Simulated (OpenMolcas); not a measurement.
Fe4+: the spin-orbit constant, Racah parameters, worked from levels

```
Program             : OpenMolcas 26.06
Basis               : ANO-RCC-VQZP [7s6p4d3f2g1h]
Scalar Hamiltonian  : DKH2, point nucleus
Active space        : 4 electrons in 5 orbitals (3d)
State averaging     : 2S+1 = 5 even, 5 roots; 2S+1 = 3 even, 45 roots; 2S+1 = 1 even, 50 roots
Spin-orbit coupling : state interaction with AMFI integrals over the reference wave functions, term energies averaged over their components
```

Methods: CASSCF; MS-CASPT2, IPEA 0.25 Eh, imaginary shift 0.1 Eh (closed shells correlated: 3s 3p). Measured levels: Corliss and Sugar, J. Phys. Chem. Ref. Data 11, 135 (1982).

**The spin-orbit constant.** For the Hund term 5D of d4, E(J) = (A/2) J(J+1) + constant and ζ = 2S·A = 4A. From J = 0 to J = 4 the energy changes by 10 A.

| Source | E(4) - E(0) | A | ζ |
| --- | --- | --- | --- |
| CASSCF | 1345.5 | 134.6 | 538 |
| MS-CASPT2 | 1351.0 | 135.1 | 540 |
| measured | 1282.8 | 128.3 | 513 |

All in cm-1. MS-CASPT2 is off by +5.3 % and CASSCF by +4.9 %. Both methods take the spin-orbit matrix elements from the reference wave functions, so the second can move ζ only through the term energies and any multistate remixing. Second-order mixing with other terms is absorbed into this ζ.

**Racah parameters.** Above 5D, d4 has 3G at 9B + 4C, 3H at 4B + 4C and 3D at 16B + 4C. The first two fix B and C, and the third tests them; where it misses by thousands of cm-1, two parameters do not describe the configuration (Trees and configuration-interaction terms are left out) and B and C hang on the terms chosen. Term energies are centres of gravity, weighted by 2J + 1.

```json
{"Source": "CASSCF", "3G": "34019", "3H": "26869", "B": "1430", "C": "5287", "C/B": "3.70", "3D from B, C": "44028", "3D found": "43679"}
{"Source": "MS-CASPT2", "3G": "29877", "3H": "24690", "B": "1037", "C": "5135", "C/B": "4.95", "3D from B, C": "37132", "3D found": "36680"}
{"Source": "measured", "3G": "29390", "3H": "24478", "B": "982", "C": "5137", "C/B": "5.23", "3D from B, C": "36260", "3D found": "35945"}
```

Energies in cm-1. From CASSCF to MS-CASPT2, B changes by -27.5 % and C by -2.9 %. Against the measured terms, MS-CASPT2 has B off by +5.6 % and C by 0 %.

CASPT2 breaks the degeneracy within a term, and the mean is taken; among the terms shown or strongly mixed into the levels shown the widest spread is 240 cm-1 (3d4 3G, MS-CASPT2). Without dynamic correlation excited terms often stand tens of per cent too high (terms of higher spin than the ground term too low), and those without a measured partner can miss by more than the paired ones (holds for CASSCF). Computed and measured levels are paired by configuration, term and J; levels that our copy of the source lacks, or whose pairing is in doubt (as where it misses far off the trend of its configuration), stay unpaired and out of the deviations. Levels of configurations outside the active space are missing.
